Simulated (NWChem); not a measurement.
Molecule: CdHSeF; SMILES [F][Cd][SeH]

```xyz
4

Cd    -0.0102     0.7370    -0.0013
F     -0.0042     2.6719     0.0040
Se    -0.0270    -1.6967     0.0007
H      1.4462    -1.7376     0.0003
```
Atoms are numbered in this order, from 1.

All runs: NWChem. All runs use the structure optimised with PBE0/def2-SVP (def2 core potentials past Kr).

**Question.** What does the run give for TPSS/3-21G, non-relativistic? Quantities: highest occupied level (eV); orbital gap (eV); dipole (D).

**Answer.** 
```yaml
highest occupied level (eV): -5.87
orbital gap (eV): 3.63
dipole (D): 0.79
```
